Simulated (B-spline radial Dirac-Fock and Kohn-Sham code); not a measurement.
**Rh³⁺ 2s: cross section and angular parameters**

System: the Rh³⁺ ion, 1s2 2s2 2p6 3s2 3p6 3d10 4s2 4p6 4d6; threshold 3431.2 eV (orbital energy of the model). Level of theory: Dirac-Hartree-Slater photoionisation with a Latter tail; cross sections with all multipoles, angular parameters from the dipole term and its interference with E2; a radial atomic solver.

```csv
hν (eV),σ (kb),β,γ
3440,38.2,1.993,1.220
4000,29.5,1.994,0.340
4220,27.0,1.994,0.192
5414.7,17.3,1.995,-0.081
6000,14.3,1.995,-0.081
8047.8,8.05,1.995,0.112
8660,6.93,1.995,0.191
8930,6.51,1.995,0.227
9251.7,6.05,1.995,0.271
10900,4.27,1.995,0.502
13700,?,?,?
13900,2.50,1.995,0.906
```

**Question.** Give the values at 13700 eV.

**Answer.** σ = 2.58 kb, β = 1.995, γ = 0.881. For an s subshell δ is negligible.

Values without a named source are computed, but for edge energies of neutral atoms, which are taken from tables.
